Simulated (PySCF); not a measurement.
**Badger's rule along the fourth-period p block: bonds to Sn**

r²SCAN in PySCF with def2-SVP on every atom (core potentials on Sn), for the lowest determinant that a PBE0 search found; no spin–orbit coupling. Badger's rule says that Re = d + c·k^(−1/3) for bonds between atoms of fixed rows.

```tsv
molecule	state (unpaired electrons)	Re (Å)	k (mdyn/Å)
SnSe	singlet (closed shell)	2.347	3.11
SnAs	doublet (π ↑)	2.450	?
SnBr	doublet (π ↑)	2.542	?
SnGe	triplet (π ↑↑)	2.584	?
GaSn	quartet (σ ↑, π ↑↑)	2.653	0.900
```

Q: Fix c and d from SnSe and GaSn.

A: c = (2.653 − 2.347)/(0.9^(−1/3) − 3.11^(−1/3)) = 0.873, d = 2.347 − c·3.11^(−1/3) = 1.749 Å.

Q: Predict k of the others and set the computed values beside them.

A: 

| molecule | k by the rule | k computed | difference (%) |
| --- | --- | --- | --- |
| SnAs | 1.93 | 2.20 | -12 |
| SnBr | 1.33 | 1.68 | -21 |
| SnGe | 1.14 | 1.52 | -25 |

The rule misses by 19 % on average; it knows nothing of spin state or of how ionic a bond is, and both change along this series.

Spin–orbit coupling is left out. States were picked by a PBE0 search and need not be the measured ground states.
